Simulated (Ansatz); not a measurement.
Born–Oppenheimer molecular dynamics of HZn (2 atoms, charge 0, multiplicity 2). It starts from a relaxed structure.

Level of theory: Ansatz 0.2.0, UHF/def2-TZVP.

| Item | Value |
| --- | --- |
| ensemble | NVT, Langevin thermostat |
| time step | 0.5 fs |
| steps asked | 250 |
| set temperature | 3000 K |
| friction | 0.01 /fs |
| temperature schedule | 62 steps to 3000 K, then 188 steps to 10 K |
| seed | 148745 |

Frames 10 fs apart, positions in Å, forces in eV/Å.

Velocities at 0 fs (Å/ps):

```
Zn 0.07 -0.18 -1.30
H -4.79 11.81 84.55
```

```xyz
2
Properties=species:S:1:pos:R:3:forces:R:3 time_fs=0 energy_less_start_eV=0.000 T=1500
Zn 0.710 -0.281 0.350 0.00 0.00 0.00
H -0.680 0.221 -0.346 0.00 0.00 0.00
2
Properties=species:S:1:pos:R:3:forces:R:3 time_fs=10 energy_less_start_eV=0.008 T=1412
Zn 0.713 -0.271 0.332 -0.34 0.13 -0.02
H -0.849 0.330 0.261 0.34 -0.13 0.02
2
Properties=species:S:1:pos:R:3:forces:R:3 time_fs=20 energy_less_start_eV=0.253 T=417
Zn 0.693 -0.263 0.353 -1.21 0.52 0.25
H -1.040 0.479 0.716 1.21 -0.52 -0.25
2
Properties=species:S:1:pos:R:3:forces:R:3 time_fs=30 energy_less_start_eV=0.205 T=1287
Zn 0.699 -0.249 0.343 2.44 -0.84 -0.13
H -0.672 0.225 0.416 -2.44 0.84 0.13
2
Properties=species:S:1:pos:R:3:forces:R:3 time_fs=40 energy_less_start_eV=0.368 T=764
Zn 0.753 -0.272 0.330 -1.26 0.39 -0.23
H -1.133 0.313 -0.022 1.26 -0.39 0.23
2
Properties=species:S:1:pos:R:3:forces:R:3 time_fs=50 energy_less_start_eV=0.005 T=1000
Zn 0.763 -0.302 0.308 0.29 -0.09 0.11
H -0.665 0.162 -0.249 -0.29 0.09 -0.11
2
Properties=species:S:1:pos:R:3:forces:R:3 time_fs=60 energy_less_start_eV=0.087 T=658
Zn 0.777 -0.307 0.339 -0.80 0.42 -0.46
H -0.628 0.437 -0.469 0.80 -0.42 0.46
2
Properties=species:S:1:pos:R:3:forces:R:3 time_fs=70 energy_less_start_eV=0.032 T=1178
Zn 0.783 -0.284 0.378 -0.48 0.40 -0.27
H -0.440 0.716 -0.303 0.48 -0.40 0.27
2
Properties=species:S:1:pos:R:3:forces:R:3 time_fs=80 energy_less_start_eV=0.002 T=1639
Zn 0.803 -0.252 0.409 0.11 -0.15 0.04
H -0.120 1.027 0.062 -0.11 0.15 -0.04
2
Properties=species:S:1:pos:R:3:forces:R:3 time_fs=90 energy_less_start_eV=0.088 T=2002
Zn 0.861 -0.197 0.432 -0.46 0.91 0.01
H 0.054 1.396 0.454 0.46 -0.91 -0.01
2
Properties=species:S:1:pos:R:3:forces:R:3 time_fs=100 energy_less_start_eV=0.019 T=1816
Zn 0.919 -0.138 0.461 0.17 -0.61 -0.17
H 0.525 1.327 0.878 -0.17 0.61 0.17
2
Properties=species:S:1:pos:R:3:forces:R:3 time_fs=110 energy_less_start_eV=0.068 T=1660
Zn 0.971 -0.082 0.480 -0.01 0.83 0.42
H 0.951 1.496 1.271 0.01 -0.83 -0.42
```

Of the whole run (125 fs, mean temperature of the second half 1656 K): The schedule's set-point averaged 1004 K over the second half and the system 1656 K, so it lags behind the ramp. A run of 0.12 ps of so small a system gives no equilibrium averages.

Run time: 110 s on 1 thread of Arm Neoverse V2, on a shared host, peak memory 0.09 GiB.
